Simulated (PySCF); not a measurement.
# Do core-level shifts follow atomic charges?

Compound: C7H12BF.
Geometry (PBE0-D3(BJ)/def2-SVP, Å), atoms numbered from 1 in this order:
```xyz
21
C7H12BF angstrom
C     -2.133    0.899   -0.182
C     -1.489   -0.428    0.079
C     -2.217   -1.538    0.214
F     -3.552   -1.543    0.135
C      0.003   -0.477    0.206
B      0.726    0.381    1.313
C      2.103    0.837    0.727
C      2.260    0.035   -0.572
C      0.831   -0.199   -1.067
H     -1.934    1.595    0.651
H     -3.219    0.805   -0.300
H     -1.727    1.367   -1.094
H     -1.805   -2.533    0.408
H      0.300   -1.492    0.568
H      0.282    0.636    2.409
H      1.899    1.905    0.485
H      2.978    0.854    1.394
H      2.733   -0.937   -0.346
H      2.896    0.525   -1.326
H      0.753   -1.006   -1.813
H      0.454    0.718   -1.554
```

Binding energies: delta-SCF UKS SCAN, pcX-2 on the ionised atom, pcseg-1 elsewhere, spin-free X2C in PySCF. Charges: PBE0/pcSseg-1 ground-state density, for the ionised atom.

| atom | environment | C 1s (eV) | Mulliken (e) | IAO (e) | Hirshfeld (e) | ESP (e) |
| --- | --- | --- | --- | --- | --- | --- |
| C7 | sp3 carbon bound to boron | 290.06 | -0.484 | -0.406 | -0.141 | -0.247 |
| C5 | sp3 carbon bound to boron | 290.18 | -0.482 | -0.244 | -0.089 | 0.000 |
| C9 | ring CH2 carbon | 290.36 | -0.149 | -0.245 | -0.069 | -0.104 |
| C2 | fully substituted alkene carbon | 290.37 | -0.349 | -0.027 | -0.015 | -0.069 |
| C8 | ring CH2 carbon | 290.48 | -0.202 | -0.247 | -0.068 | -0.042 |
| C1 | allylic carbon | 290.69 | -0.173 | -0.417 | -0.118 | -0.321 |
| C3 | vinylic C–F carbon | 291.85 | +0.308 | +0.106 | +0.017 | -0.094 |

Problem. Give the correlation coefficient and slope of binding energy on charge for each scheme.

Solution. Mulliken: r = 0.95, slope 2.1 eV per e; Hirshfeld: r = 0.69, slope 7.5 eV per e; IAO: r = 0.68, slope 2.1 eV per e; ESP: r = 0.02, slope 0.1 eV per e. Mulliken charges have the highest r, on only 7 points.

Problem. The point-charge model writes a binding energy as kq + V + constant, with V the potential of the other atoms' charges at the site. What does it give with the Hirshfeld charges?

Solution. V = Σ 14.40 eV Å × q/r over all other atoms: +1.85 eV at C7, +1.01 eV at C5, +0.49 eV at C9, -0.48 eV at C2, +0.46 eV at C8, +1.39 eV at C1, -0.51 eV at C3. Fitting binding energy − V to q gives k = 23.4 eV per e and leaves an rms residual of 0.31 eV, against 0.40 eV for the fit on q alone. The model has no term for differences in relaxation between sites.

The structure is a single PBE0-D3(BJ)/def2-SVP conformer in the gas phase; no vibrational or solvent corrections.
